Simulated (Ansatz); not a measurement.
A nudged elastic band was laid between two geometries of H2 + H4O4Zr (11 atoms, charge 0, multiplicity 1).

These are results of RKS PBE-D4/def2-SVP (Ansatz), not measurements.

- movable images: 7
- climbing image: yes
- spring: 5.0 eV/Å²
- optimiser: quadratic models (default)
- start path: through a guess of the saddle point
- force threshold: 0.05 eV/Å
- iteration limit: 60
- end points: relaxed

Initial state:

```xyz
11
Properties=species:S:1:pos:R:3
Zr -0.324 -0.400 -0.038
O -0.173 0.050 1.850
H -0.207 0.121 2.812
O 1.449 -0.590 -0.796
H 2.355 -0.627 -1.122
O -1.281 1.013 -0.955
H -1.723 1.738 -1.411
O -1.290 -2.068 -0.229
H -1.737 -2.896 -0.441
H 1.675 2.666 2.138
H 1.230 2.043 2.045
```

Final state:

```xyz
11
Properties=species:S:1:pos:R:3
Zr -0.007 0.332 -0.021
O 0.867 -0.238 2.143
H 0.072 -0.800 2.317
O 1.720 -0.045 -0.813
H 2.472 -0.555 -1.142
O -1.158 0.988 -1.424
H -1.644 1.429 -2.132
O -1.142 -1.091 0.825
H -1.951 -1.514 0.493
H 0.051 1.936 1.000
H 0.694 0.609 2.605
```

Question: Which bonds break or form, and what moves?

Answer: Bonds broken: H10–H11. Bonds formed: Zr1–H10, O2–H11. H2 + H4O4Zr becomes H6O4Zr.

Question: Give the energies along the band, and the barrier.

Answer: The forces met the threshold. The highest image is number 6 of 0 to 8, 1.07 eV above the first end and 0.24 eV above the last; the last end lies 0.83 eV above the first. A vibrational analysis at the climbing image gives one clearly imaginary mode, 787i cm⁻¹: a first-order saddle point. The orbitals stay closed-shell, which can raise the energy where a bond breaks towards radicals; this wasn't checked here.

| image | path coordinate (Å) | energy (eV) | H10–H11 (Å) | Zr1–H10 (Å) | O2–H11 (Å) |
| --- | --- | --- | --- | --- | --- |
| 0 | 0.00 | 0.00 | 0.77 | 4.26 | 2.45 |
| 1 | 0.87 | 0.00 | 0.77 | 4.28 | 2.44 |
| 2 | 1.73 | 0.01 | 0.77 | 4.21 | 2.44 |
| 3 | 2.60 | 0.04 | 0.77 | 3.84 | 2.37 |
| 4 | 3.46 | 0.18 | 0.77 | 3.19 | 2.22 |
| 5 | 4.33 | 0.49 | 0.78 | 2.53 | 1.93 |
| 6 | 5.19 | 1.07 | 1.05 | 2.08 | 1.24 |
| 7 | 6.08 | 0.87 | 1.64 | 1.94 | 1.00 |
| 8 | 6.96 | 0.83 | 2.18 | 1.90 | 0.98 |

Question: What is the geometry of the highest image?

Answer: 
```xyz
11
Properties=species:S:1:pos:R:3
Zr 0.037 0.107 0.040
O 0.824 0.016 2.103
H 0.265 -0.469 2.740
O 1.717 -0.250 -0.877
H 2.414 -0.925 -0.878
O -1.005 1.106 -1.260
H -1.551 1.859 -1.524
O -1.078 -1.461 0.400
H -1.866 -1.877 0.016
H -0.106 1.820 1.217
H 0.324 1.124 1.875
```

Question: What are the harmonic wavenumbers there?

Answer: 787i, 67, 130, 138, 165, 173, 204, 231, 270, 314, 339, 364, 398, 496, 534, 555, 680, 688, 710, 954, 1382, 1661, 1740, 3710, 3812, 3815, 3846 cm⁻¹.

The band took 30 iterations and about 9 core-minutes.

Time of the run: 2.7 min on 4 threads of INTEL(R) XEON(R) PLATINUM 8581C CPU @ 2.30GHz (Emerald Rapids), with other jobs on the host, peak memory 0.2 GiB.
